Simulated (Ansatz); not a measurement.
Cost and result up the ladder for Ga₉P₉ (18 atoms). Total charge 0; singlet. Geometry: PBE-D4/def2-SVP.

```xyz
18

Ga    2.6789   -1.4190    1.2145
Ga    1.8292   -0.5307   -1.3405
Ga    1.4534    2.1806   -3.1797
Ga   -2.8807   -3.3540    1.0549
Ga   -0.8664    0.5284    1.5200
Ga   -1.3378    3.0811    0.3856
Ga   -0.3078   -2.4780    1.7969
Ga   -0.7174   -0.1985   -2.5130
Ga   -2.5815    1.0478   -1.1390
P     0.7343   -2.4948   -0.4506
P    -0.1463    2.5972    2.4802
P     2.1783    1.5671   -0.1106
P    -1.4110   -1.9756   -0.8509
P     1.3270   -0.3681   -3.6498
P     0.0833    1.5518   -0.8284
P    -2.6614   -0.7183    0.5848
P     0.8066   -0.4654    2.8780
P     1.8193    1.4482    2.1477
```

Ansatz on 2 threads of AMD EPYC 7R13 on a shared host and a share (18 GiB) of an NVIDIA H100 80GB HBM3. Times are rough, and most runs start from the orbitals of an earlier one. No level here is sound enough to serve as a yardstick. Binding counts from free atoms at the same level (Ga doublet, P quartet; other spins of the atoms weren't run), without zero-point energy or a counterpoise term.

Correlated methods freeze 126 core orbitals; core or outer-core shells of Ga are correlated, in sets that lack core-valence functions. The rows differ in basis, and correlated rows in double-zeta sets carry the largest basis error. Single mean-field runs in def2-SVP, def2-TZVP are fitted with def2-universal-jkfit. Another isomer (singlet) lies 1.62 eV lower at PBE0-D4/def2-TZVP; other spin states weren't run for this one.

Correlated methods converge slowly with the basis, most of all in double-zeta sets.

```tsv
level	functions	wall time	binding energy per atom (eV)	remarks
r2SCAN-D4/def2-SVP	450	7.5 s	2.76	restricted SCF unstable in HF
PBE-D4/def2-TZVP	765	8 s	2.99	restricted SCF unstable in HF
r2SCANh-D4/def2-SVP	450	9 s	2.71	restricted SCF unstable in HF
PBE-D4/def2-SVP (with forces)	450	11 s	2.97	–
PBE0-D4/def2-SVP	450	13 s	2.81	restricted SCF unstable in HF
PBE0-D4/def2-TZVP	765	15 s	2.85	restricted SCF unstable in HF
MP2/def2-SVP	450	15 s	2.48	restricted SCF unstable
RPA@PBE/def2-SVP	450	15 s	2.22	–
```
